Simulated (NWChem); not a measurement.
The numbers come from NWChem runs, not from measurements. System: H2Ge, charge 0, spin multiplicity 1, at a geometry optimised with B3LYP/def2-SVP. The structure started from a generated list of species. Level: PBE/def2-SVP.

The NWChem input:

```
start mol
memory heap 200 mb stack 900 mb global 1100 mb
geometry units angstroms nocenter noautoz noautosym
  Ge     0.000000     0.000000     0.066351
  H     -1.142489     0.000000    -1.061618
  H      1.142489     0.000000    -1.061618
end
basis spherical
  * library def2-svp
end
dft
  xc xpbe96 cpbe96
  semidirect memsize 60000000 filesize 0
  iterations 100
end
task dft energy
```

NWChem printed:

```
             Northwest Computational Chemistry Package (NWChem) 7.3.0
             --------------------------------------------------------

                                NWChem Input Module
                                -------------------

 Scaling coordinates for geometry "geometry" by  1.889725989
 (inverse scale =  0.529177249)

                             Geometry "geometry" -> ""
                             -------------------------

 Output coordinates in angstroms (scale by  1.889725989 to convert to a.u.)

  No.       Tag          Charge          X              Y              Z
 ---- ---------------- ---------- -------------- -------------- --------------
    1 Ge                  32.0000     0.00000000     0.00000000     0.06635100
    2 H                    1.0000    -1.14248900     0.00000000    -1.06161800
    3 H                    1.0000     1.14248900     0.00000000    -1.06161800

 Effective nuclear repulsion energy (a.u.)      21.3263105001

            Nuclear Dipole moment (a.u.)
            ----------------------------
        X                 Y               Z
 ---------------- ---------------- ----------------
     0.0000000000     0.0000000000    -0.0000075589


 Summary of "ao basis" -> "" (spherical)
 ------------------------------------------------------------------------------
       Tag                 Description            Shells   Functions and Types
 ---------------- ------------------------------  ------  ---------------------
 *                          def2-svp                  on all atoms

  pbe96 is a nonlocal functional; adding pw91lda local functional.

                                 NWChem DFT Module
                                 -----------------

 Summary of "ao basis" -> "ao basis" (spherical)
 ------------------------------------------------------------------------------
       Tag                 Description            Shells   Functions and Types
 ---------------- ------------------------------  ------  ---------------------
 Ge                         def2-svp                12       32   5s4p3d
 H                          def2-svp                 3        5   2s1p
[...]
    34     -0.202698  2 H  s                 39      0.202698  3 H  s
     9     -0.194175  1 Ge px                21     -0.078378  1 Ge d  1
     6      0.063363  1 Ge px                31      0.043243  1 Ge d  1

 Vector   17  Occ=2.000000D+00  E=-2.141361D-01
              MO Center= -3.8D-09,  1.7D-09,  1.0D-01, r^2= 2.5D+00
   Bfn.  Coefficient  Atom+Function         Bfn.  Coefficient  Atom+Function
  ----- ------------  ---------------      ----- ------------  ---------------
     4      0.432269  1 Ge s                 14      0.360314  1 Ge pz
    17      0.318079  1 Ge pz                 5      0.298885  1 Ge s
     3     -0.244342  1 Ge s                 33     -0.217399  2 H  s
    38     -0.217399  3 H  s                 11     -0.207339  1 Ge pz
    34     -0.187151  2 H  s                 39     -0.187151  3 H  s

 Vector   18  Occ=0.000000D+00  E=-1.436839D-01
              MO Center=  5.2D-10, -8.8D-10,  3.4D-02, r^2= 2.5D+00
   Bfn.  Coefficient  Atom+Function         Bfn.  Coefficient  Atom+Function
  ----- ------------  ---------------      ----- ------------  ---------------
    16      0.633154  1 Ge py                13      0.495952  1 Ge py
    10     -0.270362  1 Ge py                 7      0.087531  1 Ge py

 Vector   19  Occ=0.000000D+00  E= 1.323620D-02
              MO Center=  4.8D-10,  5.1D-10, -9.9D-03, r^2= 3.8D+00
   Bfn.  Coefficient  Atom+Function         Bfn.  Coefficient  Atom+Function
  ----- ------------  ---------------      ----- ------------  ---------------
    15      1.147472  1 Ge px                34      0.849055  2 H  s
    39     -0.849055  3 H  s                 12      0.327032  1 Ge px
    33      0.216456  2 H  s                 38     -0.216456  3 H  s
     9     -0.176821  1 Ge px                21      0.098822  1 Ge d  1
    31     -0.061234  1 Ge d  1               6      0.056854  1 Ge px

 Vector   20  Occ=0.000000D+00  E= 4.709928D-02
              MO Center=  4.2D-09,  4.4D-10, -2.7D-01, r^2= 4.1D+00
   Bfn.  Coefficient  Atom+Function         Bfn.  Coefficient  Atom+Function
  ----- ------------  ---------------      ----- ------------  ---------------
    17      1.131198  1 Ge pz                34      1.072925  2 H  s
    39      1.072925  3 H  s                  4     -0.893129  1 Ge s
     5     -0.552378  1 Ge s                  3      0.315857  1 Ge s
    14      0.291864  1 Ge pz                33      0.156898  2 H  s
    38      0.156898  3 H  s                 11     -0.146971  1 Ge pz

 center of mass
 --------------
 x =   0.00000000 y =   0.00000000 z =   0.06880630

 moments of inertia (a.u.)
 ------------------
           8.915047517175           0.000000000000           0.000000000000
           0.000000000000          18.310481581557           0.000000000000
           0.000000000000           0.000000000000           9.395434064383

     Multipole analysis of the density
     ---------------------------------

     L   x y z        total         alpha         beta         nuclear
     -   - - -        -----         -----         ----         -------
     0   0 0 0     -0.000000    -17.000000    -17.000000     34.000000

     1   1 0 0      0.000000      0.000000      0.000000      0.000000
     1   0 1 0     -0.000000     -0.000000     -0.000000      0.000000
     1   0 0 1      0.022030      0.011019      0.011019     -0.000008

     2   2 0 0    -15.266744    -12.294615    -12.294615      9.322486
     2   1 1 0      0.000000      0.000000      0.000000      0.000000
     2   1 0 1     -0.000000     -0.000000     -0.000000      0.000000
     2   0 2 0    -11.988360     -5.994180     -5.994180      0.000000
     2   0 1 1     -0.000000     -0.000000     -0.000000      0.000000
     2   0 0 2    -16.383926    -12.468213    -12.468213      8.552499

 Task  times  cpu:        1.3s     wall:        1.3s

 Total times  cpu:        1.3s     wall:        1.3s
```
